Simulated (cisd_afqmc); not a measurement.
Input (AFQMC/CISD/def2-SVP; cisd_afqmc is a phaseless AFQMC code with CISD trial states that reads the integrals written by Ansatz):

Ansatz 0.2 input:
```python
import cisd_afqmc

open("ham.yaml", "w").write("""\
crystal:
  periodic: [false, false, false]
  atoms:
    - {symbol: Ni, position_ang: [0.00000000, 0.00000000, 0.00000000]}
basis:
  gaussian:
    orbitals: def2-SVP
magnetization: {spin_polarized: true, initial_magnetization: 2}
correlation: {method: ccsd, electrons: outside_noble_gas, hamiltonian_folder: ham}
scf: {lower_state_search: full}
""")
rep = cisd_afqmc.ansatz("ham.yaml")
e_ccsd = rep["correlation"]["coupled_cluster"]["energy"]["hartree"]
out = cisd_afqmc.run("ham", e_ccsd, trial="CISD", walkers=200, populations=8, threads=8, dt=0.005, steps=40, early=36, settle=10, least=32,
    cut=5e-5, rank_cut=2e-4, target=0.0004, seconds=1500, seed=1, memory=12960, gpu=False)
```

Output:

```
orbitals 22, occupied [6, 4], factors 154 of 237, rank of the doubles 150 of 168
E(HF) = -1506.643119
E(CCSD) on the cut factors = -1506.834960, shift to the whole factors 0.000005
Energy of the trial state on the determinant = -1506.834799
  tau behind 10.8 of longer steps, mean of the populations' last blocks
   2.0  -1506.83995
   4.0  -1506.84048
   6.0  -1506.83967
   8.0  -1506.83985
blocks 361 (10 outliers left out), error by blocks joined: 1: 0.00019, 2: 0.00020, 4: 0.00024, 8: 0.00027, 16: 0.00029
E(AFQMC/CISD) = -1506.83988 +/- 0.00029
```
